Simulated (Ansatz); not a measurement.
Consider the formal exchange of groups at a Ga–Cl bond: `[CH3][Ga]([NH2])[Cl]` + `CC(C)CF` → `[CH3][Ga]([NH2])[CH2]F` + `CC(C)Cl`.

Calculated with Ansatz (gas phase, PBE0-D4/def2-TZVP geometries, no zero-point term in ΔE). CBS: MP2 limit from def2 TZ/QZ plus the TZ coupled-cluster correction, frozen cores. Functionals use def2-TZVPP. For Ga outer-core shells are correlated without core-valence functions, which leaves a few kJ/mol of doubt a bond. Scalar relativity is left out up to krypton. Each species was taken in one conformer, which may not be the lowest.

(1) Is it downhill or uphill in electronic energy at CCSD(T)/CBS, and by how much? (Best estimate.)

(2) What do these levels give: PBE-D4, CCSD/def2-TZVPP, CCSD(T)/def2-TZVPP, MP2/def2-QZVPP, HF/CBS(def2), CCSD/CBS(def2)? (An estimate is asked.)

Largest T1 diagnostic among the species: 0.012.

Answers

(1) Computed: Uphill: ΔE = +184.0 kJ/mol.

(2) The calculation gave: PBE-D4 173.2, CCSD/def2-TZVPP 190.8, CCSD(T)/def2-TZVPP 187.9, MP2/def2-QZVPP 188.1, HF/CBS(def2) 207.2, CCSD/CBS(def2) 186.9 kJ/mol.

In def2-TZVPP, CCSD(T) changes the Hartree–Fock value by −20.4 kJ/mol (the triples alone add −3.0 kJ/mol) and MP2 by −17.6 kJ/mol. From PBE to PBE0 (25 % exact exchange), in def2-TZVPP and without D4, ΔE moves by +11.6 kJ/mol.
